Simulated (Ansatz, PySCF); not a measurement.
B(F)(OH)(OEt) (C2H6BFO2), SMILES CCOB(O)F. Atoms are numbered in the order given.

```xyz
12

B     -0.1960     0.9128     0.1088
F     -0.2304     2.1535    -0.3852
O     -1.1733     0.4910     0.9527
H     -1.8236     1.1773     1.1291
O      0.8269     0.1195    -0.2542
C      0.9111    -1.2171     0.2008
C      0.0846    -2.1485    -0.6580
H      1.9754    -1.4959     0.1583
H      0.5901    -1.2797     1.2542
H      0.3872    -2.0736    -1.7132
H      0.2168    -3.1918    -0.3335
H     -0.9848    -1.9008    -0.5821
```

The structure is a stationary point at PBE0-D3(BJ)/def2-SVP. The values are those of a single conformer.

Two levels are set side by side: PBE-D3(BJ)/def2-SVP (Ansatz, a first-principles code) and PBE0-D3(BJ)/def2-SVP (Ansatz). Each level has its own optimised geometry; the coordinates shown are those of the second. Frequencies come from the Hessian of PySCF at each geometry. Differences are taken from unrounded values.

```csv
quantity,PBE0-D3(BJ)
mean bond length (Å),1.221
bond B1–F2 (Å),1.336
bond B1–O3 (Å),1.358
bond B1–O5 (Å),1.344
bond O5–C6 (Å),1.414
bond C6–C7 (Å),1.513
bond O3–H4 (Å),0.962
bond C6–H8 (Å),1.101
bond C6–H9 (Å),1.103
bond C7–H10 (Å),1.100
bond C7–H11 (Å),1.101
bond C7–H12 (Å),1.100
highest harmonic wavenumber (cm⁻¹),3929
mean harmonic wavenumber (cm⁻¹),1378
zero-point energy (kcal/mol),59.10
```

**Question.** What does PBE-D3(BJ) give, and how far is it from PBE0-D3(BJ)? (An estimate is asked for; the answer gives what the named calculation found.)

**Answer.** 
```tsv
quantity	PBE-D3(BJ)	PBE-D3(BJ) minus PBE0-D3(BJ)
mean bond length (Å)	1.232	0.010
bond B1–F2 (Å)	1.348	0.012
bond B1–O3 (Å)	1.371	0.013
bond B1–O5 (Å)	1.357	0.012
bond O5–C6 (Å)	1.430	0.016
bond C6–C7 (Å)	1.521	0.009
bond O3–H4 (Å)	0.973	0.011
bond C6–H8 (Å)	1.110	0.009
bond C6–H9 (Å)	1.112	0.009
bond C7–H10 (Å)	1.108	0.008
bond C7–H11 (Å)	1.109	0.008
bond C7–H12 (Å)	1.108	0.008
highest harmonic wavenumber (cm⁻¹)	3763	-166
mean harmonic wavenumber (cm⁻¹)	1331	-47
zero-point energy (kcal/mol)	57.06	-2.04
```

Exact exchange shortens and stiffens bonds; PBE has none. Differences between two approximate levels are no errors against the true value.
